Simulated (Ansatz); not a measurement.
A CCSD(T) single point on C3H7BSi (`[SiH3]CC1=CB1`).

```yaml
crystal:
  periodic: [false, false, false]
  atoms:
    - {symbol: Si, position_ang: [-1.046379, 0.666829, 1.308160]}
    - {symbol: C, position_ang: [0.228103, 0.971425, -0.054809]}
    - {symbol: C, position_ang: [0.512102, -0.287233, -0.748125]}
    - {symbol: C, position_ang: [1.354171, -1.344511, -0.700178]}
    - {symbol: B, position_ang: [0.305785, -1.379850, -1.716446]}
    - {symbol: H, position_ang: [-1.347459, 1.953900, 1.988783]}
    - {symbol: H, position_ang: [-0.500709, -0.295727, 2.299280]}
    - {symbol: H, position_ang: [-2.294603, 0.114203, 0.724586]}
    - {symbol: H, position_ang: [1.120108, 1.397812, 0.415869]}
    - {symbol: H, position_ang: [-0.203374, 1.713960, -0.732114]}
    - {symbol: H, position_ang: [2.211409, -1.677510, -0.129860]}
    - {symbol: H, position_ang: [-0.262154, -1.888398, -2.621145]}
basis:
  gaussian: {orbitals: def2-TZVPP}
correlation: {method: ccsd_t}
output: {orbitals: {seedname: orbitals}}
```

```sh
$ ansatz run in.yaml --threads 4 --pin off --events-out ev --progress --plain --max-ram 10444MiB
```

The program prints (abridged):

```
Functional definition: HF
1529 factors; integrals over basis functions are off by at most 8.6e-4 eV
mean field evaluation 1: about -11732.2249 eV, gradient 3.5e1 eV
mean field evaluation 2: about -11732.4972 eV, gradient 3.5e1 eV
mean field evaluation 4: about -11736.3424 eV, gradient 4.4e0 eV
mean field evaluation 8: about -11736.4126 eV, gradient 2.9e-1 eV
mean field -11736.41294742 eV, -431.3052205914 hartree, gradient 2.5e-6 eV, S^2 0.000000; 0 other end points of the search recorded, 0 dependent functions left out
9 core orbitals not correlated: weight in the atoms' cores, before any rotation towards them, 1.000 or more for the frozen orbitals, at most 0.000 for the correlated occupied ones
reference -11736.41294742 eV, -431.3052205914 hartree; 13, 13 occupied and 242, 242 virtual orbitals, 1529 factors
second order -18.99671999 eV of doubles, -0.00000000 eV of singles
cycle   1  -19.69576527 eV  change   -7.0e-1 eV  update   9.6e-2
cycle   2  -20.25032341 eV  change   -5.5e-1 eV  update   2.8e-2
cycle   3  -20.33027285 eV  change   -8.0e-2 eV  update   1.2e-2
cycle   4  -20.32537779 eV  change    4.9e-3 eV  update   2.9e-3
cycle   5  -20.32520930 eV  change    1.7e-4 eV  update   1.2e-3
cycle   6  -20.32510123 eV  change    1.1e-4 eV  update   3.1e-4
cycle   7  -20.32499774 eV  change    1.0e-4 eV  update   1.1e-4
cycle   8  -20.32500428 eV  change   -6.5e-6 eV  update   3.6e-5
cycle   9  -20.32501148 eV  change   -7.2e-6 eV  update   1.2e-5
perturbative correction -0.90936233 eV, -0.0334184493 hartree
Total energy: -11757.64732124 eV, -432.0855694359 hartree
```

Hardware: 4 threads of an Arm Neoverse V2 on a shared host. Wall time 2.3 min, peak host memory 6.4 GiB.

MP2 recovers 89.5 % of the CCSD(T) correlation energy and the triples give 4.3 %; T1 = 0.0107.
